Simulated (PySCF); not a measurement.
B(I)(OH)2, H2BIO2, SMILES OB(O)I (PBE0/def2-SVP optimised geometry):

```
6

B     -0.317     0.031     0.000
I     -1.427     1.887     0.000
O     -1.024    -1.111     0.000
H     -0.449    -1.887     0.000
O      1.034     0.031     0.000
H      1.427     0.909     0.001
```

Computed with PBE0/def2-TZVP, def2 effective core potentials past Kr (PySCF).

**Question.** What are the frontier orbital energies and the dipole moment?

**Answer.** HOMO-2 -9.53 eV, HOMO-1 -7.71 eV, HOMO -7.60 eV, LUMO 0.24 eV, LUMO+1 0.55 eV; dipole moment 2.06 D.
